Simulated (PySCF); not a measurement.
## Computed properties of Nb(O)(OH)2(Me) (CH5NbO3), SMILES [Nb](=[O])([CH3])([OH])[OH], multiplicity 1

Nb(O)(OH)2(Me) (CH₅NbO₃), SMILES [Nb]([OH])([CH3])([OH])=[O], multiplicity 1. Geometry optimised at B3LYP-D3(BJ)/def2-SVP. The spin state was assumed, not searched. The structure was generated by enumeration; whether it is a known compound was not checked. The def2 effective core potentials stand for the cores of Nb; spin–orbit coupling is left out. One conformer was computed; it need not be the lowest. All values are computed for the isolated molecule unless a solvent is named; none is compared with measurement here.

**Structure.** The optimised structure has Cs symmetry. All 24 harmonic modes at B3LYP-D3(BJ)/def2-SVP (PySCF) are real, so it is a minimum. With heavy atoms numbered as in [Nb:1](=[O:2])([OH:3])([OH:5])[CH3:7], the shortest bond between them is Nb1–O2 at 1.709 Å and the longest Nb1–C7 at 2.169 Å.

**Vibrations.** The strongest infrared lines (harmonic, unscaled, degenerate partners summed) lie at 3879 cm⁻¹ (345 km/mol, H 94 %), 369 cm⁻¹ (243 km/mol, H 81 %, O 17 %), 1020 cm⁻¹ (174 km/mol, O 84 %, Nb 15 %). The softest mode is at 134 cm⁻¹ and the zero-point energy is 40.1 kcal/mol.

**Electronic structure.** CAM-B3LYP/def2-TZVP (PySCF) places the frontier levels at -9.55 and -0.17 eV, a gap of 9.38 eV, and gives a dipole moment of 1.28 D and a mean polarisability of 60.8 bohr³. PBE/def2-TZVP (PySCF) at the same geometry gives -6.73 and -2.15 eV, so its gap is 4.80 eV narrower. An orbital gap is neither the optical nor the fundamental gap.

**Excitations.** TDA-CAM-B3LYP/def2-SVPD (PySCF) has S1 at 5.10 eV (243 nm, f = 0.003, weak); the most intense of the 10 singlets computed lies at 7.07 eV (f = 0.01). T1 (TDA) is at 4.68 eV, 0.42 eV under S1. TDA-PBE/def2-SVPD (PySCF) puts S1 at 4.68 eV. No vertical singlet excitation falls in the visible range (under 3.1 eV).
